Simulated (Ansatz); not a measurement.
Born–Oppenheimer molecular dynamics of Cl$_{2}$H$_{3}$NSi (7 atoms, charge 0, multiplicity 1). It starts from a relaxed structure.

Theory: Ansatz, RKS PBE-D4/def2-SVP.

```json
{
  "ensemble": "NVE (velocity Verlet)",
  "time step": "0.5 fs",
  "steps asked": "250",
  "starting velocities drawn for": "200 K",
  "seed": "549247"
}
```

First frame:

```xyz
7
Properties=species:S:1:pos:R:3
Si 0.009 -0.019 0.059
N 0.070 -0.159 1.771
H -0.796 -0.324 2.292
H 0.699 0.459 2.291
H 1.398 -0.007 -0.484
Cl -0.945 1.693 -0.662
Cl -1.064 -1.642 -0.653
```

Question: What does the run give?

Answer: The run went to its last step.

| Quantity | Value |
| --- | --- |
| steps done | 250 |
| time covered | 125 fs |
| mean temperature over the second half | 99 K |
| spread of the potential energy over the second half | 3.1 meV per atom |
| mean potential energy of the second half above the start | 9.4 meV per atom |

The conserved energy stayed within 0.075 meV per atom of its start (net change 0.044 meV per atom), so the integration is sound. The temperature averaged 0.50 of the 200 K drawn at the start: a run that starts near a minimum puts about half its kinetic energy into the potential. A run of 0.12 ps of so small a system gives no equilibrium averages.

Question: What happens to the structure?

Answer: The same pairs are bonded in the first frame and the last. Pairs count as bonded within 1.25 times the sum of covalent radii (0.12 Å more for H–H). Another seed would give other details.

Question: How do temperature and energy run in time?

Answer: 
```tsv
time (fs)	T (K)	potential energy less start (eV)	conserved less start (meV/atom)
0.0	200	0.000	0.00
6.0	96	0.067	0.05
12.0	43	0.102	0.07
18.0	110	0.058	0.04
24.0	116	0.055	0.02
30.0	88	0.073	0.04
36.0	118	0.053	0.04
42.0	112	0.057	0.03
48.0	41	0.103	0.06
54.0	109	0.059	0.04
60.0	125	0.049	0.01
66.0	69	0.085	0.04
72.0	100	0.065	0.07
78.0	141	0.038	0.03
84.0	75	0.081	0.02
90.0	99	0.065	0.04
96.0	132	0.044	0.04
102.0	74	0.082	0.04
108.0	54	0.095	0.05
114.0	140	0.039	0.04
120.0	126	0.048	0.02
```

Time of the run: 7.9 min on 2 threads of Intel(R) Xeon(R) Platinum 8259CL CPU @ 2.50GHz (Skylake/Cascade Lake), on a shared host, peak memory 0.15 GiB.
